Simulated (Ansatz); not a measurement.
Geometry optimisation, UKS PBE0/def2-SVP in Ansatz.

The input (input.yaml):

```yaml
crystal:
  periodic: [false, false, false]
  atoms:
    - { symbol: Zr, position_ang: [0.025886, 0.0, -0.068409] }
    - { symbol: Cl, position_ang: [0.123834, 0.0, 2.39504] }
    - { symbol: Cl, position_ang: [2.166901, 0.0, -0.953461] }
    - { symbol: Cl, position_ang: [-1.092743, 1.884431, -0.819393] }
    - { symbol: Cl, position_ang: [-1.092743, -1.884431, -0.819393] }
    - { symbol: H, position_ang: [-0.128534, 0.0, 4.958017] }
magnetization:
  spin_polarized: true
  initial_magnetization: 1
basis:
  gaussian: { orbitals: def2-SVP }
hamiltonian:
  xc: pbe0
relax:
  f_tol: 0.03
  max_steps: 50
```

Command:

```bash
$ ansatz run input.yaml --threads 4 --pin off --max-ram 5120MiB --backend cpu --events-out ev --progress --plain --runs-dir out
```

Q: Where does it end, and by what steps?

A: The forces met the threshold. The force dipped under the threshold on the way, but the program's further checks kept it going. After 8 steps the energy has fallen by 0.174 eV; H6 moved furthest, 0.77 Å.

| step | energy less start (eV) | largest force component (eV/Å) | accepted |
| --- | --- | --- | --- |
| 0 | 0.0000 | 1.787 | yes |
| 1 | -0.0494 | 1.815 | yes |
| 2 | -0.1416 | 0.160 | yes |
| 3 | -0.1522 | 0.116 | yes |
| 4 | -0.1660 | 0.055 | yes |
| 5 | -0.1707 | 0.019 | yes |
| 6 | -0.1731 | 0.009 | yes |
| 7 | -0.1737 | 0.004 | yes |
| 8 | -0.1740 | 0.013 | yes |

```xyz
6
Properties=species:S:1:pos:R:3
Zr 0.035 0.000 -0.207
Cl 0.143 0.000 2.114
Cl 2.187 0.000 -1.084
Cl -1.095 1.897 -0.930
Cl -1.095 -1.897 -0.930
H -0.171 0.000 5.729
```

Whether the end is a true minimum wasn't checked by a vibrational analysis.

Run time: 29 s on 4 threads of Arm Neoverse V2, on a shared host, peak memory 0.41 GiB.
